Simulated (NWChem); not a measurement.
# GaPH4; SMILES [PH2][GaH2]

All runs: NWChem. The geometry was optimised at B3LYP/6-31G* (spherical d). Ions are spin-unrestricted doublets at the neutral geometry; other ion states weren't tried.

What does the run give for PBE0/def2-SVP? Quantities: vertical ionisation energy, ΔSCF (eV); −ε(HOMO) (eV).


```
Quantity                               Value
-------------------------------------  -----
vertical ionisation energy, ΔSCF (eV)   9.35
−ε(HOMO) (eV)                           7.20
```
